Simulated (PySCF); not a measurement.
Telling isomers of C5H6O2 apart by NMR

[PySCF 2.14.0 with density-fitted response routines: PBE0-D3(BJ)/def2-SVP structure; spin–spin couplings from B3LYP/pcJ-1 (spin–dipole term left out of most H,H and C,H couplings); GIAO PBE0/pcSseg-1 shieldings; rapidly exchanging positions averaged; isolated molecule; one computed conformer; relativity neglected]

δ = σ(ref) − σ, references computed at the same level: 1H and 13C against TMS. Multiplet labels drop J under 1 Hz and among equivalent protons, and merge close values. Unscaled 3J(H,H) run several per cent high. Shifts are as computed. Against solution values, carbons near 30 ppm lie about +2 ppm off and those near 130 ppm about +5 ppm. Of 1309 compounds with measured shifts, 239 miss one by over three times the rms of a fit or turn the order of signals round; such compounds aren't used in these exercises.

(1) Tabulate the signals of `C[C@H]1C=CC(=O)O1`, `C=COC(=O)C=C` and their relative energies.

(2) What is the quickest way to tell C[C@H]1C=CC(=O)O1 from C=COC(=O)C=C?

## Answers

(1) 
```json
{"SMILES": "C[C@H]1C=CC(=O)O1", "carbon types": "1×C 3×CH 1×CH3", "δC": "172.5, 164.8, 130.6, 78.6, 21.0", "δH": "7.40 (dd, 1H), 6.08 (dd, 1H), 4.80 (qt, 1H), 1.34 (d, 3H)", "E rel. (kcal/mol)": "0.0"}
{"SMILES": "C=COC(=O)C=C", "carbon types": "1×C 2×CH 2×CH2", "δC": "165.1, 148.1, 144.2, 135.2, 102.2", "δH": "7.81 (dd, 1H), 7.07 (m, 1H), 6.25 (m, 1H), 6.22 (m, 1H), 5.16 (d, 1H), 4.78 (d, 1H)", "E rel. (kcal/mol)": "25.1"}
```

Energies are electronic energies at PBE0/pcSseg-1 on these geometries, without zero-point or thermal terms, each for the one conformer computed, which needn't be the lowest.

(2) Both give the same number of carbon signals, but DEPT or the intensities differ. The first has a methyl carbon (CH3) at 21.0 ppm, the second a β carbon of a C=C–C=O unit (CH2) at 144.2 ppm. Their most deshielded carbons lie at 172.5 and 165.1 ppm. In the proton spectra the most deshielded non-exchanging signals are 7.40 (dd, J = 6.4, 2.2 Hz, 1H) and 7.81 (dd, J = 15.6, 7.7 Hz, 1H).
